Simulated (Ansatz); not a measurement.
# AlGeH5O: structure from calculated spectroscopic constants

These gas-phase data were calculated for one isomer of AlGeH5O at PBE0-D3(BJ)/def2-SVP (harmonic, unscaled wavenumbers; equilibrium rotational constants with average atomic masses):

* rotational constants: 17.99, 2.019, 1.857 GHz
* all wavenumbers above 1500 cm⁻¹: 3971, 2149, 2129, 2127, 1922
* dipole moment: 1.38 D (PBE0/def2-TZVPD)

Candidates:

(1) `[AlH2][O][GeH3]`, a singlet
(2) `[OH][AlH][GeH3]`, a singlet

**Question.** Which structure fits?

**Answer.** Candidate (2). The band at 3971 cm⁻¹ lies where the O–H stretch is expected; (1) has no mode between 3300 and 4000 cm⁻¹.

The same quantities for all candidates:

|  | rotational constants (GHz) | wavenumbers above 1500 cm⁻¹ | dipole (D) | E above the lowest, PBE0-D3(BJ)/def2-SVP (kcal/mol) |
| --- | --- | --- | --- | --- |
| (1) | 41.88, 1.917, 1.877 | 2166, 2164, 2148, 1962, 1944 | 0.68 | 0.6 |
| (2) | 17.99, 2.019, 1.857 | 3971, 2149, 2129, 2127, 1922 | 1.38 | 0.0 |

Each candidate is one conformer. Programs: Ansatz 0.2.0.
